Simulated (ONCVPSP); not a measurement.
**Which change was made? (O, ONCV)**

* Element: O (Z = 8)
* Generator: ONCVPSP 4.0.1
* Type: optimised norm-conserving Vanderbilt (ONCV)
* Functional: LDA (Perdew-Wang 92)
* Relativity: scalar-relativistic
* Frozen core: [He]
* Valence charge: 6
* Reference configuration: 2s2 2p3 (charge +1)
* Partial waves: 2s: rc 0.60 bohr, ncon 4, nbas 7, qcut 10.1 1/bohr, 3 projectors, debl 3.2 Ha; 2p: rc 0.95 bohr, ncon 4, nbas 8, qcut 6.9 1/bohr, 1 projector; d scattering state at 0.03 Ha: rc 1.00 bohr, ncon 4, nbas 8, qcut 9.9 1/bohr, 3 projectors, debl 1.7 Ha
* Local potential: polynomial inside 0.45 bohr (lpopt 1, dvloc0 2 Ha)
* Core correction: polynomial model core, fcfact 0.55

Cutoffs, loose and tight: the cutoffs (Ha) at which the residual kinetic energy of the hardest occupied pseudo-wave falls to 1 and 0.1 mHa per electron. They do not see the model core or the augmentation charge, which bear on the density cutoff. Test errors are all-electron minus pseudo excitation energies from the reference, over the configurations 2s2 2p4; 2s2 2p2; 2s2 2p1; 2s1 2p4; variants that change the core or the reference have their own tests.

The base gives: outcome: generated; cutoff, loose: 272 Ha; cutoff, tight: 347 Ha; bound ghosts: s; GHOST(+) flags above zero: s, d; largest test error (meV): +189.

Question: After one change the result is: outcome: generated; cutoff, loose: 269 Ha; cutoff, tight: 345 Ha; bound ghosts: s; GHOST(+) flags above zero: s, d; largest test error (meV): +260. Which change was it?
A. p: rc 1.16
B. reference 2s2 2p4
C. s: nproj 1

Answer: B. The others give: p: rc 1.16 → outcome: generated; cutoff, loose: 272 Ha; cutoff, tight: 347 Ha; bound ghosts: s; GHOST(+) flags above zero: s, d; largest test error (meV): +405 | s: nproj 1 → outcome: generated; cutoff, loose: 272 Ha; cutoff, tight: 347 Ha; bound ghosts: none; GHOST(+) flags above zero: d; largest test error (meV): +223.
